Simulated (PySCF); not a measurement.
C5H7F, SMILES C#C[C@H](F)CC.

Geometry: B3LYP-D3(BJ)/def2-SVP. The structure was generated by enumeration; whether it is a known compound was not checked. Other conformers were not sampled.

All values below come from TDDFT-ωB97X/def2-SVPD in PySCF.

Vertical excitations. The molecule is in vacuum.

Computed lowest excited states:
```json
[
 {"state": "S1", "energy (eV)": "6.23", "λ (nm)": "199", "f": "0.000", "main pairs": "HOMO→LUMO 57 %, HOMO→LUMO+1 32 %"},
 {"state": "S2", "energy (eV)": "6.76", "λ (nm)": "183", "f": "0.002", "main pairs": "HOMO−1→LUMO 33 %, HOMO→LUMO+2 22 %, HOMO−1→LUMO+1 17 %, HOMO→LUMO+4 10 %"},
 {"state": "S3", "energy (eV)": "7.00", "λ (nm)": "177", "f": "0.000", "main pairs": "HOMO−1→LUMO+2 47 %, HOMO−1→LUMO+4 23 %, HOMO−1→LUMO+1 15 %"},
 {"state": "S4", "energy (eV)": "8.32", "λ (nm)": "149", "f": "0.063", "main pairs": "HOMO→LUMO+1 38 %, HOMO→LUMO 23 %, HOMO→LUMO+2 21 %, HOMO→LUMO+3 8 %"},
 {"state": "S5", "energy (eV)": "8.60", "λ (nm)": "144", "f": "0.086", "main pairs": "HOMO−1→LUMO+1 31 %, HOMO−1→LUMO+2 26 %, HOMO−1→LUMO 25 %, HOMO−1→LUMO+3 8 %"},
 {"state": "S6", "energy (eV)": "9.17", "λ (nm)": "135", "f": "0.151", "main pairs": "HOMO−2→LUMO 24 %, HOMO→LUMO+2 23 %, HOMO−4→LUMO 16 %, HOMO→LUMO+4 9 %"},
 {"state": "S7", "energy (eV)": "9.33", "λ (nm)": "133", "f": "0.176", "main pairs": "HOMO−2→LUMO 20 %, HOMO→LUMO+2 19 %, HOMO−2→LUMO+1 11 %, HOMO→LUMO+4 8 %"},
 {"state": "S8", "energy (eV)": "9.48", "λ (nm)": "131", "f": "0.002", "main pairs": "HOMO−4→LUMO 38 %, HOMO−2→LUMO 23 %, HOMO−5→LUMO 16 %, HOMO−4→LUMO+1 8 %"},
 {"state": "S9", "energy (eV)": "9.52", "λ (nm)": "130", "f": "0.258", "main pairs": "HOMO→LUMO+4 23 %, HOMO→LUMO+3 19 %, HOMO→LUMO+6 15 %, HOMO→LUMO+5 10 %"},
 {"state": "S10", "energy (eV)": "9.69", "λ (nm)": "128", "f": "0.015", "main pairs": "HOMO−1→LUMO+4 39 %, HOMO−1→LUMO+5 14 %, HOMO−1→LUMO+3 13 %, HOMO−1→LUMO+6 11 %"},
 {"state": "T1", "energy (eV)": "5.34", "λ (nm)": "232", "f": "0", "main pairs": "HOMO−1→LUMO 38 %, HOMO−1→LUMO+1 23 %, HOMO→LUMO+2 13 %, HOMO→LUMO+4 7 %"},
 {"state": "T2", "energy (eV)": "5.79", "λ (nm)": "214", "f": "0", "main pairs": "HOMO→LUMO 50 %, HOMO→LUMO+1 28 %"},
 {"state": "T3", "energy (eV)": "5.96", "λ (nm)": "208", "f": "0", "main pairs": "HOMO→LUMO+2 31 %, HOMO−1→LUMO 18 %, HOMO→LUMO+4 16 %, HOMO−1→LUMO+1 10 %"},
 {"state": "T4", "energy (eV)": "6.67", "λ (nm)": "186", "f": "0", "main pairs": "HOMO−1→LUMO+2 42 %, HOMO−1→LUMO+4 21 %, HOMO−1→LUMO+1 12 %, HOMO→LUMO 7 %"}
]
```
Triplets are in the Tamm–Dancoff approximation, which puts them higher than full response would, so one can lie above its singlet here.
